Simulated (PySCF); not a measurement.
# Polarisability and C₆ of P (phosphorus, neutral)

[Ne] 3s2 3p3, high-spin 4S determinant. Computed with PySCF 2.14 in aug-cc-pCVQZ-DK, with the spin-free X2C one-electron Hamiltonian (Gaussian nucleus). Coupled (time-dependent) response in atomic units; α is the mean over directions.

```
method  mean α (bohr³)  C₆ (like pair)  S(−4)
  PW91           27.55           205.2  260.8
```

S(−4) is the Cauchy moment in α(ω) = α(0) + S(−4) ω² + …

Reference α: 25 ± 1 bohr³ (recommended; Schwerdtfeger and Nagle, table of static dipole polarizabilities (2023 update)). Published C₆: 185.0 (Chu and Dalgarno (2004); Tang, Norbeck and Certain (1976)).

α(iu) at PW91:

```
u (hartree)  α(iu) (bohr³)
          0          27.55
     0.0500          26.92
      0.100          25.24
      0.200          20.50
      0.300          15.96
      0.500          9.704
      0.750          5.683
       1.00          3.667
       1.50          1.883
       2.00          1.159
       3.00         0.5896
       5.00         0.2609
```

A single London oscillator, α(iu) = α/(1 + u²/ω²), gives C₆ = (3/4) ω α². Matching the computed C₆ needs ω = 4 × 205.2 / (3 × 27.55²) = 0.360 hartree.
